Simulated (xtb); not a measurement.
propene (C$_{3}$H$_{6}$), singlet, at a GFN2-xTB geometry; GFN2-xTB (xtb).

Input for xtb:
```
$ xtb mol.xyz --gfn 2 --hess --json

# file mol.xyz
9

C      1.27989193     0.12352179     0.00919112
C      0.00825223     0.47486055     0.00924347
H      1.58086326    -0.91147352    -0.00926160
H      2.07459801     0.84971927     0.02748105
H     -0.26659719     1.52209281     0.02807201
C     -1.13573952    -0.48243353    -0.01537878
H     -0.78376375    -1.51090673    -0.03343425
H     -1.76443256    -0.33959044     0.86334919
H     -1.75509560    -0.30553422    -0.89454124
```

Predict the main parts of the log of this xtb run.


```
   ID    Z sym.   atoms
    1    6 C      1, 2, 6
    2    1 H      3-5, 7-9

           -------------------------------------------------
          |                Calculation Setup                |
           -------------------------------------------------

           -------------------------------------------------
          |                 G F N 2 - x T B                 |
           -------------------------------------------------

          ...................................................
          :                      SETUP                      :
          :.................................................:
          :  # basis functions                  18          :
          :  # atomic orbitals                  18          :
          :  # shells                           12          :
          :  # electrons                        18          :
          :  max. iterations                   250          :
          :  Hamiltonian                  GFN2-xTB          :
          :  restarted?                      false          :
          :  GBSA solvation                  false          :
          :  PC potential                    false          :
          :  electronic temp.          300.0000000     K    :
          :  accuracy                    1.0000000          :
          :  -> integral cutoff          0.2500000E+02      :
          :  -> integral neglect         0.1000000E-07      :
          :  -> SCF convergence          0.1000000E-05 Eh   :
          :  -> wf. convergence          0.1000000E-03 e    :
          :  Broyden damping             0.4000000          :
          :  net charge                          0          :
          :  unpaired electrons                  0          :
          ...................................................

 iter      E             dE          RMSdq      gap      omega  full diag
   1     -9.5959375 -0.959594E+01  0.409E+00    5.58       0.0  T
   2     -9.6154848 -0.195473E-01  0.246E+00    5.49       1.0  T
   3     -9.6108915  0.459323E-02  0.135E+00    5.52       1.0  T
   4     -9.6172638 -0.637225E-02  0.502E-01    5.45       1.0  T
   5     -9.6182001 -0.936353E-03  0.599E-02    5.46       1.0  T
   6     -9.6182002 -0.956204E-07  0.255E-02    5.46       1.3  T
   7     -9.6182006 -0.390348E-06  0.263E-03    5.46      12.7  T
   8     -9.6182006 -0.886956E-08  0.833E-04    5.46      40.0  T
   9     -9.6182006 -0.327085E-08  0.205E-04    5.46     162.4  T

[...]
         :: total energy              -9.442265390979 Eh    ::
[...]
          :  scaling factor                  1.0000000      :
          :  rotor cutoff                   50.0000000 cm⁻¹ :
          :  imag. cutoff                  -20.0000000 cm⁻¹ :
          :.................................................:

    mode    ω/cm⁻¹     T·S(HO)/kcal·mol⁻¹    T·S(FR)/kcal·mol⁻¹   T·S(vib)
   ------------------------------------------------------------------------
       1    166.22    -0.73877 ( 99.19%)    -0.69997 (  0.81%)    -0.73845
   ------------------------------------------------------------------------

   temp. (K)  partition function   enthalpy   heat capacity  entropy
                                   cal/mol     cal/K/mol   cal/K/mol   J/K/mol
 298.15  VIB   2.34                  839.587      7.197      4.509
         ROT  0.143E+05              888.752      2.981     21.994
         INT  0.335E+05             1728.339     10.178     26.502
         TR   0.264E+27             1481.254      4.968     37.121
         TOT                        3209.5931    15.1465    63.6232   266.1995

       T/K    H(0)-H(T)+PV         H(T)/Eh          T*S/Eh         G(T)/Eh
   ------------------------------------------------------------------------
    298.15    0.511481E-02    0.833314E-01    0.302294E-01    0.531020E-01
   ------------------------------------------------------------------------

         :::::::::::::::::::::::::::::::::::::::::::::::::::::
         ::                  THERMODYNAMIC                  ::
         :::::::::::::::::::::::::::::::::::::::::::::::::::::
         :: total free energy          -9.389163406542 Eh   ::
         ::.................................................::
         :: total energy               -9.442265390992 Eh   ::
         :: zero point energy           0.078216611250 Eh   ::
         :: G(RRHO) w/o ZPVE           -0.025114626801 Eh   ::
         :: G(RRHO) contrib.            0.053101984450 Eh   ::
         :::::::::::::::::::::::::::::::::::::::::::::::::::::

           -------------------------------------------------
          | TOTAL ENERGY               -9.442265390992 Eh   |
          | TOTAL ENTHALPY             -9.358933967640 Eh   |
          | TOTAL FREE ENERGY          -9.389163406542 Eh   |
          | GRADIENT NORM               0.000030492904 Eh/α |
          | HOMO-LUMO GAP               5.457048647813 eV   |
           -------------------------------------------------

normal termination of xtb
```
